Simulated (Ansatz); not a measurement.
Species: sum formula SnOF2, net charge 0, singlet state. 
Geometry from a B3LYP-D3(BJ)/def2-TZVP (Ansatz, a program for electronic structure) optimisation:
```
Sn
O 1 1.8251
F 1 1.9083 2 131.13
F 1 1.9083 2 131.13 3 -180.00
```
Charge 0, spin multiplicity 1.

Wanted: vertical ionisation energy (to the doublet state of charge +1; each state is the SCF solution reached for its spin), in eV. Valence correlation only, unless marked. UHF or UKS for open shells. No spin-orbit coupling. Frozen are the shells of the preceding noble gas and the d and f shells that filled before the atom's block. Past Kr the def2 sets carry scalar-relativistic core potentials. Basis-set limits of correlation are two-point, X^-3; Hartree-Fock from the larger set. The bracket is a focal-point correction in the basis named.

```csv
level,program,vertical ionisation energy (eV)
SVWN5/def2-TZVPD,Ansatz,11.71
PBE/def2-TZVPD,Ansatz,11.24
r2SCAN/def2-TZVPD,Ansatz,11.07
B3LYP/def2-TZVPD,Ansatz,[?]
BHLYP/def2-TZVPD,Ansatz,[?]
wB97M-V/def2-TZVPD,Ansatz,11.09
wB97X-V/def2-TZVPD,Ansatz,[?]
CCSD/def2-SVPD,Ansatz,[?]
"RI-MP2/CBS(def2-TZVPPD,def2-QZVPPD)+[CCSD(T)-MP2]/def2-TZVPPD",Ansatz,11.25
```

Task: Some entries are withheld; supply them.

Result: 
- B3LYP/def2-TZVPD, vertical ionisation energy (eV): 11.22
- BHLYP/def2-TZVPD, vertical ionisation energy (eV): 10.77
- wB97X-V/def2-TZVPD, vertical ionisation energy (eV): 11.06
- CCSD/def2-SVPD, vertical ionisation energy (eV): 11.02
